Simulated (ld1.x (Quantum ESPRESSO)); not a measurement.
## Reading a pseudo-wave (B)

Columns: radius, all-electron u(r) and pseudo u(r) of the 2s shell (level -31.48 eV) of boron in the configuration [He] 2s1 2p0; PBE, scalar-relativistic, ultrasoft scheme, ld1.x (Quantum ESPRESSO) 7.5.

```json
{"r (bohr)": "0.130", "all-electron": "0.3581", "pseudo": "-0.0484"}
{"r (bohr)": "0.260", "all-electron": "0.3095", "pseudo": "-0.1085"}
{"r (bohr)": "0.390", "all-electron": "0.1131", "pseudo": "-0.1885"}
{"r (bohr)": "0.520", "all-electron": "-0.1167", "pseudo": "-0.2900"}
{"r (bohr)": "0.650", "all-electron": "-0.3296", "pseudo": "-0.4076"}
{"r (bohr)": "0.780", "all-electron": "-0.5052", "pseudo": "-0.5300"}
{"r (bohr)": "0.910", "all-electron": "-0.6386", "pseudo": "-0.6429"}
{"r (bohr)": "1.040", "all-electron": "-0.7328", "pseudo": "-0.7329"}
{"r (bohr)": "1.170", "all-electron": "-0.7913", "pseudo": "-0.7913"}
{"r (bohr)": "1.300", "all-electron": "-0.8185", "pseudo": "-0.8185"}
{"r (bohr)": "1.430", "all-electron": "-0.8200", "pseudo": "-0.8200"}
{"r (bohr)": "1.560", "all-electron": "-0.8013", "pseudo": "-0.8013"}
{"r (bohr)": "1.690", "all-electron": "-0.7678", "pseudo": "-0.7678"}
{"r (bohr)": "1.820", "all-electron": "-0.7241", "pseudo": "-0.7241"}
{"r (bohr)": "1.950", "all-electron": "-0.6743", "pseudo": "-0.6743"}
{"r (bohr)": "2.080", "all-electron": "-0.6212", "pseudo": "-0.6212"}
{"r (bohr)": "2.210", "all-electron": "-0.5672", "pseudo": "-0.5672"}
{"r (bohr)": "2.340", "all-electron": "-0.5141", "pseudo": "-0.5141"}
{"r (bohr)": "2.470", "all-electron": "-0.4628", "pseudo": "-0.4628"}
{"r (bohr)": "2.600", "all-electron": "-0.4144", "pseudo": "-0.4144"}
{"r (bohr)": "2.730", "all-electron": "-0.3691", "pseudo": "-0.3691"}
{"r (bohr)": "2.860", "all-electron": "-0.3272", "pseudo": "-0.3272"}
{"r (bohr)": "2.990", "all-electron": "-0.2889", "pseudo": "-0.2889"}
{"r (bohr)": "3.120", "all-electron": "-0.2541", "pseudo": "-0.2541"}
{"r (bohr)": "3.250", "all-electron": "-0.2226", "pseudo": "-0.2226"}
{"r (bohr)": "3.380", "all-electron": "-0.1945", "pseudo": "-0.1945"}
```

How many radial nodes do the two functions have?

The all-electron 2s function has n − l − 1 = 1; the pseudo-wave has 0, since the states of the same l below it are removed with the core.

At about which radius was the pseudo-wave matched?

1.10 bohr, where the columns begin to agree (steps of 0.13 bohr).

Where does each function peak?

Outermost all-electron maximum near 1.43 bohr, pseudo maximum near 1.43 bohr (to the table’s step).

Is the pseudo-wave norm-conserving?

No, it belongs to an ultrasoft set: the norm inside the radius is not constrained, and the difference is carried by the augmentation charge.
